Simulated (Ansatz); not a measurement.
Input file for `[F][AlH][SeH]`:

```yaml
crystal:
  periodic: [false, false, false]
  atoms:
    - {symbol: F, position_ang: [-1.154571, -0.647650, 1.724064]}
    - {symbol: Al, position_ang: [-0.330656, -0.470282, 0.309597]}
    - {symbol: Se, position_ang: [0.629717, 1.591800, -0.043079]}
    - {symbol: H, position_ang: [-0.243524, -1.674555, -0.694077]}
    - {symbol: H, position_ang: [1.148933, 1.127086, -1.337905]}
basis:
  gaussian: {orbitals: def2-SVP}
correlation: {method: ccsd_t}
```

```sh
$ ansatz run in.yaml --threads 2 --pin off --events-out ev --progress --plain
```

The program prints (abridged):

```
Functional definition: HF
  name "HF"
  cite "Fock, Z. Phys. 61, 126 (1930) doi:10.1007/BF01340294"
  parent pbe
  exchange = exact_x
  correlation = 0
697 factors; integrals over basis functions are off by at most 9.8e-4 eV
mean field evaluation 1: about -74612.3444 eV, gradient 3.0e1 eV
mean field evaluation 2: about -74612.3583 eV, gradient 3.0e1 eV
mean field evaluation 4: about -74614.3332 eV, gradient 1.8e0 eV
mean field evaluation 8: about -74614.3542 eV, gradient 1.4e-1 eV
mean field evaluation 16: about -74614.3330 eV, gradient 4.6e-1 eV
mean field -74614.35428418 eV, -2742.0269445178 hartree, gradient 5.2e-6 eV, S^2 0.000000; 0 other end points of the search recorded, 0 dependent functions left out
15 core orbitals not correlated: weight in the atoms' cores, before any rotation towards them, 1.000 or more for the frozen orbitals, at most 0.000 for the correlated occupied ones
reference -74614.35428418 eV, -2742.0269445178 hartree; 14, 14 occupied and 45, 45 virtual orbitals, 697 factors
second order -13.19786482 eV of doubles, -0.00000000 eV of singles
cycle   1  -13.27029442 eV  change   -7.2e-2 eV  update   8.3e-2
cycle   2  -13.58553718 eV  change   -3.2e-1 eV  update   2.5e-2
cycle   3  -13.65819172 eV  change   -7.3e-2 eV  update   1.4e-2
cycle   4  -13.64976862 eV  change    8.4e-3 eV  update   3.2e-3
cycle   5  -13.64862100 eV  change    1.1e-3 eV  update   1.3e-3
cycle   6  -13.64891933 eV  change   -3.0e-4 eV  update   3.8e-4
cycle   7  -13.64864922 eV  change    2.7e-4 eV  update   1.2e-4
cycle   8  -13.64862439 eV  change    2.5e-5 eV  update   4.1e-5
cycle   9  -13.64864864 eV  change   -2.4e-5 eV  update   1.6e-5
perturbative correction -0.27359707 eV, -0.0100545070 hartree
Total energy: -74628.27652990 eV, -2742.5385776110 hartree
```

Hardware: 2 threads of a server CPU on a shared host. Wall time 1.8 s, peak host memory 0.17 GiB.

Correlation energy per correlated electron: -0.497 eV. T1 diagnostic: 0.0107.
